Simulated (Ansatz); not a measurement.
Consider the ligand exchange at a Ga–Br bond: `[Br][Ga]([Br])[Br]` + `O[SiH3]` → `[SiH3][O][Ga]([Br])[Br]` + HBr.

Calculated with Ansatz (gas phase, PBE0-D4/def2-TZVP geometries, no zero-point term in ΔE). CBS: MP2 limit from def2 TZ/QZ plus the TZ coupled-cluster correction, frozen cores. DFT in def2-TZVPP. For Br, Ga outer-core shells are correlated without core-valence functions, which leaves a few kJ/mol of doubt a bond. Scalar relativity is left out up to krypton. Each species was taken in one conformer, which may not be the lowest.

| level | ΔE (eV) |
| --- | --- |
| revPBE-D4 | 0.59 |
| r2SCANh-D4 | 0.58 |

What does CCSD(T)/CBS give? (Best estimate.)

Ansatz gave: +0.53 eV. The listed levels differ from it by 0.06, 0.05 eV.

Largest T1 diagnostic among the species: 0.011.

In def2-TZVPP, CCSD(T) changes the Hartree–Fock value by −0.11 eV (the triples alone add −0.01 eV) and MP2 by −0.07 eV. The D4 term adds −0.04 eV with B3LYP and −0.02 eV with PBE0; it sums over pairs of atoms, weighted by their polarisabilities, and B3LYP, whose exchange is more repulsive, gets the larger term. From r2SCAN to r2SCAN0 (25 % exact exchange), in def2-TZVPP and without D4, ΔE moves by +0.04 eV.

B3LYP here is the variant with VWN-RPA as its local correlation; programs differ in this.
